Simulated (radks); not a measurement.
The numbers below are computed, except where a source is named.
Question: Radial electron density D(r) = 4 pi r^2 rho(r) of an atom or ion with 10 electrons. Code: a radial shooting solver on a logarithmic mesh with Libxc functionals. Model: Dirac Kohn-Sham, exchange-only PBE, spin-unpolarised, spherical densities, finite nucleus; Fermi nuclear charge, rms radius of each element as measured or else 0.836 A^(1/3) + 0.57 fm.

r (bohr),D(r) (e/bohr)
0.002309,0.6117
0.00282,0.8849
0.003417,1.255
0.00414,1.769
0.005056,2.510
0.006127,3.480
0.007483,4.834
0.009067,6.539
0.01107,8.805
0.01342,11.49
0.01626,14.64
0.01986,18.29
0.02406,21.87
0.02939,25.23
0.03561,27.57
0.04315,28.52
0.0527,27.77
0.06386,25.62
0.07799,22.88
0.0945,21.16
0.1145,21.52
0.1399,24.27
0.1695,27.75
0.207,29.59
0.2508,27.52
0.3063,21.25
0.3712,13.42
0.4497,6.629
0.5493,2.334
0.6656,0.5998
0.8129,0.09256
0.985,0.009092

What is the nuclear charge?

Answer: Z = 24. The innermost maximum, from 1s, lies near gamma/Z bohr with gamma = sqrt(1 - (Z/c)^2) = 0.985, here 0.041 bohr (found: 0.0438), and its height grows with Z. The density is that of the chromium ion Cr14+ in [Ne]; the configuration itself is not fixed sharply by these data, and Z only to about a unit. D(r) has 2 maxima, at r = 0.0438, 0.207 bohr, and minima at 0.102 bohr, inside which lie 2.17 electrons.
